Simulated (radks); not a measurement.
The numbers below are computed, except where a source is named.
Species: the lead ion Pb22+. Configuration: [Kr] 4d10 4f13 5s1.

Level of theory: Dirac Kohn-Sham, exchange-only PBE, spin-unpolarised, spherical densities, finite nucleus; open shells fill j = l - 1/2 first; Fermi nuclear charge, rms radius 5.5012 fm (a radial shooting solver on a logarithmic mesh with Libxc functionals).

Energy parts (Ry):
| part | energy |
|---|---|
| total | -41447.2610 |
| kinetic | 48249.5279 |
| electron-nucleus | -102371.5604 |
| Hartree | 13405.1051 |
| exchange | -730.3336 |

Orbitals (lengths in bohr, moments of r in powers of bohr; <r^-3> diverges for s and p1/2; r(90%) holds 90 % of the orbital's charge):
orbital  occ.  eigenvalue (Ry)  <r^-3>  <1/r>       <r^4>  r(90%)
1s1/2       2        -6504.208       -  101.2   3.540e-07  0.0294
2s1/2       2        -1196.537       -  25.05  0.00005067   0.105
2p1/2       2        -1151.372       -  25.01  0.00002983  0.0918
2p3/2       4        -990.3539   23410  19.97  0.00004812   0.104
3s1/2       2        -317.9632       -  9.195    0.001823   0.256
3p1/2       2        -297.4684       -  9.111    0.001577   0.248
3p3/2       4        -261.4650    5539  7.791    0.002239   0.270
3d3/2       4        -227.6219   973.3  7.692    0.001464   0.244
3d5/2       6        -219.9456   794.4  7.398    0.001625   0.250
4s1/2       2        -102.2845       -  3.939     0.03845   0.546
4p1/2       2        -93.35519       -  3.835     0.04010   0.553
4p3/2       4        -84.33207    1400  3.385     0.05507   0.598
4d3/2       4        -69.70985   226.1  3.205     0.06054   0.615
4d5/2       6        -67.98929   180.9  3.105     0.06619   0.629
4f5/2       6        -48.99333   41.79  2.822     0.07701   0.657
4f7/2       7        -48.58004   39.74  2.786     0.08014   0.664
5s1/2       1        -45.67232       -  1.862      0.5643    1.06

The highest occupied level is 5s1/2 at -621.40 eV. For comparison, the ionisation energy in NIST's Atomic Spectra Database is 650 eV (theoretical). In exact Kohn-Sham theory the highest level is minus the ionisation energy, but local and semilocal functionals leave it too shallow, through self-interaction and a potential that decays too fast; potentials with the right tail come closer. The density falls to 0.001 e/bohr^3 at r = 1.52 bohr.

Beside tabulated values, note that spin-unpolarised runs miss the spin-polarisation part of the exchange energy of open shells.
